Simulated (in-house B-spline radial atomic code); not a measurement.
# Ionising Tc⁸⁺ with different functionals

Computed with a B-spline radial code for spherical atoms: four-component Dirac-Coulomb Hamiltonian, Fermi nucleus of rms radius 4.41117 fm, spin-restricted, spherical fractional occupations for the functionals. The ionisation energy is the difference of two self-consistent energies, [Ar] 3d10 4s2 4p5 → [Ar] 3d10 4s2 4p4, without Breit or QED terms; ε is the level of the shell that loses the electron (mean over j). The electron is taken from both j subshells in proportion to 2j + 1, so the result is a j average, not the step between ground levels.

Hybrids are left out here: with spherical fractional occupations of an open shell their exact exchange keeps a self-interaction that integer-occupation calculations don't have.

| method | rung | ΔSCF (eV) | -ε(4p) (eV) |
| --- | --- | --- | --- |
| LDA VWN5 | LDA | 173.08 | 162.69 |
| relativistic LDA | LDA | 172.99 | 162.61 |
| LDA PW92 | LDA | 173.07 | 162.68 |
| LDA exchange-only | LDA | ? | ? |
| PBE | GGA | 172.87 | 162.52 |
| PBEsol | GGA | 172.87 | 162.51 |
| BLYP | GGA | 172.69 | 162.32 |
| RPBE | GGA | 172.84 | 162.50 |
| PW91 | GGA | 173.00 | 162.64 |
| BP86 | GGA | ? | ? |
| AM05 | GGA | 172.89 | 162.52 |
| OLYP | GGA | 173.32 | 162.97 |

What does BP86 give?

ΔSCF 173.02 eV, and -ε(4p) = 162.65 eV.

What does LDA exchange-only give?

ΔSCF 171.15 eV, and -ε(4p) = 160.76 eV.

How do they compare with the NIST value?

NIST lists 169 eV ± 2.2 (tabulated theory, ground level to ground level). Errors run from +2.15 to +4.32 eV; all lie within about twice that uncertainty, so the table can't rank the methods.
